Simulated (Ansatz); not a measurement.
(CuNH2)2 ring (Cu₂N₂H₄), 8 atoms. Hardware: 4 threads of Arm Neoverse V2 on a shared host.

(1) How many basis functions does each of these Ansatz runs have, and roughly what does it cost? PBE0-D4/def2-TZVP, charge 0 triplet at the geometry of the charge 0 singlet, energy; PBE0-D4/def2-TZVP, charge 1 doublet at the geometry of the charge 0 singlet, energy, from earlier orbitals; PBE with 5 % exact exchange/def2-TZVP, charge 0 singlet, energy, from earlier orbitals; r2SCAN-D4/def2-TZVP, charge 0 singlet, energy, from earlier orbitals; ωB97X-V/def2-TZVP, charge 0 singlet, energy, from earlier orbitals; PBE-D4/def2-TZVP, charge 0 triplet at the geometry of the charge 0 singlet, energy, from earlier orbitals; PBE with 15 % exact exchange/def2-TZVP, charge 0 singlet, energy, from earlier orbitals; r2SCANh-D4/def2-TZVP, charge 0 singlet, energy, from earlier orbitals; PBE with 10 % exact exchange/def2-TZVP, charge 0 singlet, energy, from earlier orbitals; PBE-D4/def2-TZVPD, charge 0 singlet, energy, from earlier orbitals; CAM-B3LYP-D4/def2-TZVP, charge 0 singlet, energy, from earlier orbitals; r2SCAN-D4/def2-TZVP, charge 0 triplet at the geometry of the charge 0 singlet, energy, from earlier orbitals.

Results:

(1) Other jobs shared the machine, so times can vary by a factor of up to 3. A dash marks memory too small to be measured apart from the calling script's.

```tsv
run	functions	fitting or Cholesky vectors	wall time	peak host memory (GiB)
PBE-D4/def2-TZVPD, charge 0 singlet, energy, from earlier orbitals	206	1500	2.7 s	–
PBE with 10 % exact exchange/def2-TZVP, charge 0 singlet, energy, from earlier orbitals	176	1432	3 s	–
PBE with 15 % exact exchange/def2-TZVP, charge 0 singlet, energy, from earlier orbitals	176	1548	3.2 s	–
PBE with 5 % exact exchange/def2-TZVP, charge 0 singlet, energy, from earlier orbitals	176	1392	3.2 s	–
CAM-B3LYP-D4/def2-TZVP, charge 0 singlet, energy, from earlier orbitals	176	1570	3.7 s	0.6
r2SCAN-D4/def2-TZVP, charge 0 singlet, energy, from earlier orbitals	176	1392	4.5 s	–
PBE-D4/def2-TZVP, charge 0 triplet at the geometry of the charge 0 singlet, energy, from earlier orbitals	176	1392	4.8 s	–
r2SCANh-D4/def2-TZVP, charge 0 singlet, energy, from earlier orbitals	176	1432	5.5 s	0.55
ωB97X-V/def2-TZVP, charge 0 singlet, energy, from earlier orbitals	176	1548	8.5 s	0.66
r2SCAN-D4/def2-TZVP, charge 0 triplet at the geometry of the charge 0 singlet, energy, from earlier orbitals	176	1392	11 s	–
PBE0-D4/def2-TZVP, charge 1 doublet at the geometry of the charge 0 singlet, energy, from earlier orbitals	176	1570	16 s	1.1
PBE0-D4/def2-TZVP, charge 0 triplet at the geometry of the charge 0 singlet, energy	176	1570	18 s	1.1
```
